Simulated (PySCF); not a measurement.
## Computed structure and properties of [Lu(H2CO)]3+

System: [Lu(H2CO)]3+ (singlet); start: template (C2v). Method: PySCF 2.14.0, RKS PBE0, Lu def2-SVP with ECP28, O def2-SVP, C def2-SVP, H def2-SVP; non-relativistic Hamiltonian with scalar-relativistic core potentials where named; density fitting; no spin-orbit coupling.

Input of the relaxation:

```python
mol = gto.M(atom='''
Lu     0.00000     0.00000    -0.43836
O      0.00000     0.00000     1.94664
C      0.00000     0.00000     3.16664
H      0.94000    -0.00000     3.74664
H     -0.94000     0.00000     3.74664''',
    basis={'Lu': 'def2-SVP', 'O': 'def2-SVP', 'C': 'def2-SVP', 'H': 'def2-SVP'},
    ecp={'Lu': 'def2-SVP'},
    charge=3, spin=0)
mf = dft.RKS(mol, xc='PBE0')
mf.grids.atom_grid = (50, 194)  # f atoms: unpruned, at least (60, 302)
mf = mf.density_fit()  # fitting sets: Lu def2-universal-JKFIT, O def2-universal-JKFIT, C def2-universal-JKFIT, H def2-universal-JKFIT
mf.conv_tol = 1e-08; mf.max_cycle = 55
mf.kernel(dm0)  # dm0: converged density of the start geometry
# quasi-Newton relaxation in Cartesian coordinates to a largest gradient under 0.00045 Eh/bohr, steps kept in the point group
```

Run from Python with OMP_NUM_THREADS=2; the lines above give its settings. Where DIIS fails, smearing, a level shift and second-order steps follow.
It took 2.5 min on 2 threads of Intel(R) Xeon(R) Processor @ 2.50GHz (Skylake/Cascade Lake), on a shared host, from the converged density of the start.

Course of the relaxation:

```json
{"step": "0", "energy above end (eV)": "1.0410", "largest force component within the symmetry (eV/Å)": "5.209"}
{"step": "1", "energy above end (eV)": "0.5181", "largest force component within the symmetry (eV/Å)": "3.130"}
{"step": "2", "energy above end (eV)": "0.1889", "largest force component within the symmetry (eV/Å)": "4.754"}
{"step": "3", "energy above end (eV)": "0.0496", "largest force component within the symmetry (eV/Å)": "1.303"}
{"step": "4", "energy above end (eV)": "0.0067", "largest force component within the symmetry (eV/Å)": "0.454"}
{"step": "5", "energy above end (eV)": "0.0003", "largest force component within the symmetry (eV/Å)": "0.189"}
{"step": "6", "energy above end (eV)": "0.0000", "largest force component within the symmetry (eV/Å)": "0.039"}
{"step": "7", "energy above end (eV)": "0.0000", "largest force component within the symmetry (eV/Å)": "0.002"}
```

Relaxed geometry (C2v):

```xyz
5

Lu    0.0000    0.0000   -0.1245
O     0.0000    0.0000    1.8467
C     0.0000    0.0000    3.1221
H     0.9749    0.0000    3.6619
H    -0.9749    0.0000    3.6619
```

```json
{"contact": "Lu1–O2 (H2CO)", "Å": "1.971"}
```

On the finer grid (75, 302):

* HOMO: -25.90 eV
* LUMO: -19.94 eV
* Dipole about the centre of mass: 5.74 D
* Set of Mulliken populations of Lu1 outside the core potential: s 4.05, p 12.05, d 10.40, f 14.03
* D3(BJ) dispersion energy (not in the energies): -0.086 eV

```
atom  Mulliken (e)  Löwdin (e)  spin (e)
 Lu1          2.47        2.19      0.00
  O2         -0.44       -0.02      0.00
  C3          0.42        0.56      0.00
  H4          0.28        0.14      0.00
  H5          0.28        0.14      0.00
```

On the grid (50, 194), as all that follows. Harmonic modes: a minimum; lowest 268 cm⁻¹ (negative: unstable), highest 3160 cm⁻¹, zero-point energy 0.780 eV.

Taking off one H2CO (charge 0, singlet; the rest: singlet) in vacuum, both parts rigid, costs 7.20 eV; the small basis without counterpoise inflates it. Parting with an electron moved from the ligand to the metal can be far cheaper, even downhill.

Rigid scan of H2CO along the line from its metal:

```tsv
distance to O2 (Å)	energy (eV)
1.67	1.701
1.77	0.636
1.87	0.134
1.97	0.000
2.07	0.097
2.17	0.331
2.37	0.976
```

One start shape was tried, so this needn't be the lowest isomer.
